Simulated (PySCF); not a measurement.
Diagnose this run.

A core-ionisation job on C3H6OSi, SMILES `C#C[SiH2]OC`. Computed with PySCF 2.14.0, delta-SCF UKS SCAN, pcX-2 on the ionised atom, pcseg-1 elsewhere, spin-free X2C.

Driver input (Å, PBE0-D3(BJ)/def2-SVP geometry):

```
{"job": {"kind": "xps"}, "charge": 0, "multiplicity": 1}
C      2.6845     0.0484    -0.1460
C      1.5802    -0.4565    -0.2332
Si    -0.0973    -1.2018    -0.3506
O     -1.2412    -0.0220    -0.5672
C     -1.4412     1.0498     0.3136
H      3.6621     0.4917    -0.0719
H     -0.3414    -1.9614     0.9124
H     -0.1743    -2.0902    -1.5366
H     -1.7094     0.7062     1.3300
H     -0.5435     1.6888     0.3941
H     -2.2695     1.6667    -0.0657
```

Output:

```
ground state, core basis on atom 0 (C), 135 functions
  cycle   1  E = -483.01736905  |g| = 7.03e-01
  cycle   2  E = -482.77047485  |g| = 1.29e+00
  cycle   3  E = -483.11341701  |g| = 2.14e-01
  cycle   4  E = -483.12269223  |g| = 9.15e-02
  cycle   5  E = -483.12372768  |g| = 6.91e-02
  cycle   6  E = -483.12496597  |g| = 7.13e-03
  cycle   7  E = -483.12498379  |g| = 1.17e-03
  cycle   8  E = -483.12498260  |g| = 5.60e-04
  cycle   9  E = -483.12498214  |g| = 1.14e-04
  E(ground) = -483.16467066 Eh
hole in C 1s of atom 0
  cycle   1  E = -471.86460698  |g| = 1.50e+00
  cycle   2  E = -466.75315975  |g| = 2.84e+00
  cycle   3  E = -471.64375715  |g| = 1.27e+00
  cycle   4  E = -472.24937833  |g| = 6.14e-01
  cycle   5  E = -472.34504990  |g| = 4.48e-01
  cycle   6  E = -472.43382453  |g| = 1.05e-01
  cycle   7  E = -472.44085057  |g| = 3.76e-02
  cycle   8  E = -472.44181249  |g| = 1.36e-02
  cycle   9  E = -472.44211796  |g| = 9.48e-03
  cycle  10  E = -472.44230119  |g| = 5.94e-03
  cycle  11  E = -472.44240673  |g| = 2.70e-03
  cycle  12  E = -472.44241914  |g| = 1.16e-03
  cycle  13  E = -472.44242097  |g| = 2.87e-04
  E(ion) = -472.48094198 Eh   <S^2> = 0.8599   hole on atom = 1.000   binding energy = 290.719 eV
ground state, core basis on atom 1 (C), 135 functions
  cycle   1  E = -483.12594206  |g| = 6.53e-02
  cycle   2  E = -483.12377736  |g| = 9.60e-02
  cycle   3  E = -483.12555114  |g| = 5.00e-02
  cycle   4  E = -483.12623161  |g| = 5.45e-03
  cycle   5  E = -483.12623578  |g| = 1.77e-03
  cycle   6  E = -483.12623741  |g| = 2.17e-04
  E(ground) = -483.16562933 Eh
hole in C 1s of atom 1
  cycle   1  E = -471.88288884  |g| = 1.51e+00
  cycle   2  E = -467.29686417  |g| = 2.88e+00
  cycle   3  E = -471.71510257  |g| = 1.16e+00
  cycle   4  E = -472.27446134  |g| = 6.31e-01
  cycle   5  E = -472.40281532  |g| = 3.32e-01
  cycle   6  E = -472.44658318  |g| = 1.11e-01
  cycle   7  E = -472.45405675  |g| = 2.88e-02
  cycle   8  E = -472.45473712  |g| = 1.46e-02
  cycle   9  E = -472.45511622  |g| = 8.76e-03
  cycle  10  E = -472.45535663  |g| = 4.94e-03
  cycle  11  E = -472.45543241  |g| = 2.04e-03
  cycle  12  E = -472.45543984  |g| = 6.62e-04
  cycle  13  E = -472.45543957  |g| = 2.02e-04
  E(ion) = -472.49360212 Eh   <S^2> = 0.8636   hole on atom = 1.000   binding energy = 290.401 eV
ground state, core basis on atom 2 (Si), 146 functions
  cycle   1  E = -483.22275966  |g| = 2.90e-01
  cycle   2  E = -483.22127686  |g| = 9.05e-02
  cycle   3  E = -483.21135825  |g| = 2.07e-01
  cycle   4  E = -483.22313529  |g| = 2.14e-02
  cycle   5  E = -483.22322149  |g| = 3.40e-03
  cycle   6  E = -483.22322384  |g| = 1.07e-03
  cycle   7  E = -483.22322344  |g| = 2.69e-04
  E(ground) = -483.22140045 Eh
hole in Si 1s of atom 2
  cycle   1  E = -414.26771773  |g| = 4.35e+00
  cycle   2  E = -413.96573306  |g| = 2.30e+00
  cycle   3  E = -414.17145341  |g| = 1.38e+00
  cycle   4  E = -415.02707059  |g| = 7.26e-01
  cycle   5  E = -415.27969461  |g| = 2.62e-01
  cycle   6  E = -415.31526354  |g| = 7.09e-02
  cycle   7  E = -415.31676988  |g| = 4.38e-02
  cycle   8  E = -415.31750881  |g| = 1.23e-02
  cycle   9  E = -415.31759016  |g| = 1.88e-03
  cycle  10  E = -415.31759104  |g| = 6.04e-04
  cycle  11  E = -415.31759204  |g| = 2.44e-04
  E(ion) = -415.32409395 Eh   <S^2> = 0.7523   hole on atom = 1.000   binding energy = 1847.580 eV
hole in Si 2p of atom 2
  cycle   1  E = -478.92967372  |g| = 1.24e+00
  cycle   2  E = -478.47821764  |g| = 1.32e+00
  cycle   3  E = -478.91032730  |g| = 7.69e-01
  cycle   4  E = -479.21407996  |g| = 2.61e-01
  cycle   5  E = -479.24402578  |g| = 9.61e-02
  cycle   6  E = -479.24854558  |g| = 3.14e-02
  cycle   7  E = -479.24893402  |g| = 1.57e-02
  cycle   8  E = -479.24902955  |g| = 3.51e-03
  cycle   9  E = -479.24903500  |g| = 7.11e-04
  cycle  10  E = -479.24903626  |g| = 1.90e-04
  E(ion) = -479.25825523 Eh   <S^2> = 0.7514   hole on atom = 1.003   binding energy = 107.843 eV
  2p3/2 = 107.604 eV   2p1/2 = 108.229 eV
ground state, core basis on atom 3 (O), 135 functions
  cycle   1  E = -483.15449583  |g| = 9.91e-02
  cycle   2  E = -483.15384579  |g| = 7.19e-02
  cycle   3  E = -483.15404620  |g| = 6.49e-02
  cycle   4  E = -483.15477826  |g| = 1.40e-02
  cycle   5  E = -483.15482254  |g| = 5.13e-03
  cycle   6  E = -483.15482927  |g| = 3.41e-04
  E(ground) = -483.19127890 Eh
hole in O 1s of atom 3
  cycle   1  E = -462.54999748  |g| = 2.23e+00
  cycle   2  E = -461.87327139  |g| = 2.30e+00
  cycle   3  E = -463.22910957  |g| = 5.69e-01
  cycle   4  E = -463.13420397  |g| = 6.16e-01
  cycle   5  E = -463.36658283  |g| = 1.42e-01
  cycle   6  E = -463.37687212  |g| = 3.84e-02
  cycle   7  E = -463.37779610  |g| = 6.75e-03
  cycle   8  E = -463.37781951  |g| = 1.40e-03
  cycle   9  E = -463.37782147  |g| = 5.65e-04
  cycle  10  E = -463.37782155  |g| = 2.13e-04
  E(ion) = -463.41568622 Eh   <S^2> = 0.7621   hole on atom = 1.000   binding energy = 538.121 eV
ground state, core basis on atom 4 (C), 135 functions
  cycle   1  E = -483.12173786  |g| = 9.62e-02
  cycle   2  E = -483.11862603  |g| = 1.51e-01
  cycle   3  E = -483.12277105  |g| = 2.06e-02
  cycle   4  E = -483.12282412  |g| = 1.11e-02
  cycle   5  E = -483.12285325  |g| = 2.91e-03
  cycle   6  E = -483.12285654  |g| = 4.21e-04
  E(ground) = -483.16126522 Eh
hole in C 1s of atom 4
  cycle   1  E = -471.82748815  |g| = 1.50e+00
  cycle   2  E = -468.96740790  |g| = 2.47e+00
  cycle   3  E = -471.47294737  |g| = 1.34e+00
  cycle   4  E = -472.30541621  |g| = 4.21e-01
  cycle   5  E = -472.34864197  |g| = 2.47e-01
  cycle   6  E = -472.36365620  |g| = 1.51e-01
  cycle   7  E = -472.37510915  |g| = 3.77e-02
  cycle   8  E = -472.37586947  |g| = 1.13e-02
  cycle   9  E = -472.37595560  |g| = 2.53e-03
  cycle  10  E = -472.37596213  |g| = 1.23e-03
  cycle  11  E = -472.37596495  |g| = 4.25e-04
  E(ion) = -472.41380411 Eh   <S^2> = 0.7712   hole on atom = 1.000   binding energy = 292.453 eV
```

The program numbers atoms from 0. E(ground) and E(ion) are re-evaluated on a finer grid than the cycles, so they differ from the last cycles; that is no fault. The 2p3/2 and 2p1/2 values come from a spin–orbit splitting computed afterwards; their 2:1 mean is the average over the three 2p orbitals and can differ from the one hole solved.

Q: Do all binding energies of this run deserve the same trust?

A: No. Every hole passed the driver's convergence checks (|g| < 5e-4, core orbital emptied to over 0.9), but ⟨S²⟩ is 0.864 for C1s on atom 1 and 0.860 for C1s on atom 0, against 0.75 for a pure doublet, so the unrestricted ion state holds higher spin components.

Q: What would you do next?

A: Recompute such holes with a restricted open-shell or spin-projected scheme and compare; until then these binding energies are doubtful.

On one thread of an Arm Neoverse V2, shared host with 48 logical CPUs at a one-minute load of 10, this took 29 s and 0.50 GiB of memory at its peak.
